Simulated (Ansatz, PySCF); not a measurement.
Gas-phase reaction in SMILES: BrBBr → Br[B]Br + H atom (the B-H bond at the site shown breaks; other sites are not compared here)
Structures are relaxed separately at B3LYP-D3(BJ)/def2-TZVP in Ansatz (a quantum-chemistry and plane-wave program). Frequencies are from Ansatz or PySCF.

Property: bond dissociation energy (enthalpy at 298 K, with B3LYP-D3(BJ) rigid-rotor harmonic-oscillator terms), in eV. Correlated levels leave the core frozen unless marked. Open shells are spin-unrestricted. Spin-orbit coupling is left out. The frozen core is the preceding noble-gas configuration, with the filled d and f shells of earlier blocks. Non-relativistic. CBS(X,Y): correlation extrapolated as X^-3; Hartree-Fock from the larger set.

```tsv
level	program	bond dissociation energy (eV)
HF-D4/def2-TZVPD	PySCF + dftd4	___
CAM-B3LYP-D4/def2-TZVPD	Ansatz + dftd4	___
SCS-MP2/6-31G	Ansatz	4.13
CCSD(T)/CBS(cc-pVTZ,cc-pVQZ)	Ansatz	4.49
```

Question: What belongs in the gaps?

Answer: 
- HF-D4/def2-TZVPD, bond dissociation energy (eV): 3.59
- CAM-B3LYP-D4/def2-TZVPD, bond dissociation energy (eV): 4.46
